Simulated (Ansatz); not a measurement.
Relaxation of a periodic cell of 17 atoms, LiSi₁₆ (host Si, host structure diamond, interstitial Li), cell charge +1, to a largest force component of 0.03 eV/Å in at most 60 steps.

Computed with DFT PBE-D3(BJ), scalar-relativistic, plane waves, PAW in Ansatz. Settings: PAW set soft_1, cutoff 420 eV, k mesh 2x2x2, gaussian smearing 0.02 eV, no spin polarisation.

```xyz
17
Lattice="0.0000 5.4300 5.4300 5.4300 0.0000 5.4300 5.4300 5.4300 0.0000" Properties=species:S:1:pos:R:3
Si 0.000 0.000 0.000
Si 1.357 1.357 1.357
Si 2.715 2.715 0.000
Si 4.072 4.072 1.357
Si 2.715 0.000 2.715
Si 4.072 1.357 4.072
Si 5.430 2.715 2.715
Si 6.787 4.072 4.072
Si 0.000 2.715 2.715
Si 1.357 4.072 4.072
Si 2.715 5.430 2.715
Si 4.072 6.787 4.072
Si 2.715 2.715 5.430
Si 4.072 4.072 6.787
Si 5.430 5.430 5.430
Si 6.787 6.787 6.787
Li 6.786 4.090 6.870
```

Question: Where does it end, and by what steps?

Answer: The run converged. Limits of this set-up: charged cell in a uniform background, uncorrected. After 3 steps the energy has fallen by 0.125 eV; Li17 moved furthest, 0.08 Å.

```csv
step,energy less start (eV),largest force component (eV/Å),accepted
0,0.0000,0.677,yes
1,-0.1179,0.184,yes
2,-0.1247,0.050,yes
3,-0.1254,0.002,yes
```

```xyz
17
Lattice="0.0000 5.4300 5.4300 5.4300 0.0000 5.4300 5.4300 5.4300 0.0000" Properties=species:S:1:pos:R:3
Si -0.009 0.010 -0.004
Si 1.357 1.337 1.362
Si 2.739 2.692 -0.020
Si 4.094 4.074 1.362
Si 2.724 0.010 2.728
Si 4.072 1.358 4.077
Si 5.421 2.707 2.728
Si 6.787 4.074 4.056
Si -0.025 2.691 2.745
Si 1.357 4.074 4.098
Si 2.740 5.456 2.745
Si 4.072 6.789 4.078
Si 2.724 2.707 5.426
Si 4.051 4.073 6.792
Si 5.405 5.456 5.410
Si 6.788 6.810 6.792
Li 6.787 4.074 6.793
```

Whether the end is a true minimum wasn't checked by a vibrational analysis.

Run time: 27 s on 1 thread of Arm Neoverse V1 (shared host), peak memory 0.52 GiB.
